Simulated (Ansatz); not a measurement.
Stepwise reaction of `OB(Cl)Cl` with water, as a gas-phase model of exchange steps in deposition or etching. ΔE in kJ/mol.

Isolated molecules relaxed with PBE0-D4/def2-TZVP in Ansatz; ΔE leaves out vibrations. CCSD(T)/CBS is the MP2 limit (def2-TZVPP, def2-QZVPP) plus CCSD(T) − MP2 in def2-TZVPP, frozen cores. This one scheme is used for every species. DFT in def2-TZVPP. B3LYP here is the variant with VWN-RPA as its local correlation; programs differ in this. One conformer a species, not always the lowest.

```json
{"step": "2", "reaction": "`OB(O)Cl` + H₂O → `OB(O)O` + HCl", "PBE-D4": "-34.2", "B3LYP-D4": "-42.2", "ωB97M-V": "-40.9", "CCSD(T)/CBS": "-38.8"}
```

Q: Give the row of step 1, `OB(Cl)Cl` + H₂O → `OB(O)Cl` + HCl. (Estimate.)

A: The calculation gave: 
| step | reaction | PBE-D4 | B3LYP-D4 | ωB97M-V | CCSD(T)/CBS |
| --- | --- | --- | --- | --- | --- |
| 1 | `OB(Cl)Cl` + H₂O → `OB(O)Cl` + HCl | -42.3 | -50.2 | -49.6 | -46.0 |

Q: By hand: ΔE of the 2 steps together at CCSD(T)/CBS.

A: (-46.0) + (-38.8) = -84.8 kJ/mol, or -42.4 kJ/mol a step.

In ΔE each step is higher than the one before. All are downhill at CCSD(T)/CBS. PBE-D4 differs from CCSD(T)/CBS by 3.7 to 4.6 kJ/mol a step. Isolated molecules leave out the surface, adducts and barriers. Largest T1 diagnostic: 0.012.
